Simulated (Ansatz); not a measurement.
Correlation energies of C2H10Al2O2, SMILES `C[O+]1[AlH2-][O+](C)[AlH2-]1` by basis set

```csv
atom,x (Å),y (Å),z (Å)
C1,-0.301,2.286,-1.156
O2,0.077,1.033,-0.611
Al3,0.478,0.644,1.147
O4,-0.077,-1.033,0.611
C5,0.302,-2.286,1.156
Al6,-0.478,-0.643,-1.147
H7,-1.146,2.158,-1.837
H8,-0.604,2.966,-0.356
H9,0.538,2.722,-1.702
H10,-0.541,1.423,2.083
H11,2.029,0.580,1.485
H12,0.556,-2.981,0.353
H13,-0.521,-2.698,1.743
H14,1.177,-2.165,1.798
H15,-2.029,-0.581,-1.486
H16,0.541,-1.423,-2.083
```

Total charge 0; spin multiplicity 1. All single points use the PBE0-D4/def2-TZVP geometry. Frozen core, restricted reference, Ansatz.

```csv
basis,HF (Eh),MP2 corr.,CCSD corr.,(T),CCSD(T) total
def2-SVP,-714.94203,-0.79756,-0.86784,-0.01977,-715.82964
def2-TZVPP,-715.37932,-1.00284,–,–,–
def2-QZVPP,-715.40657,-1.07635,–,–,–
```
